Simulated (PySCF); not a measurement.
Vertical excitations of a molecule CH₉ClSi₃ from TDDFT-PBE/def2-SVPD (PySCF), as energy in eV (oscillator strength): 5.29 (0.001), 5.71 (0.060), 5.84 (0.008), 6.16 (0.024), 6.21 (0.015), 6.37 (0.154), 6.55 (0.016), 6.74 (0.012), 6.78 (0.007), 6.85 (0.081). Lowest triplet (TDA): 4.77 eV. Coordinates come from a PBE0-D3(BJ)/def2-SVP optimisation. Other conformers were not sampled.

### Question
Which structure fits?
(A) C[Si]([SiH3])([SiH3])Cl
(B) C[SiH2][SiH2][SiH2]Cl
(C) [SiH3][SiH2]C[SiH2]Cl
(D) [SiH3]C[SiH2][SiH2]Cl

### Answer
A, C[Si]([SiH3])([SiH3])Cl
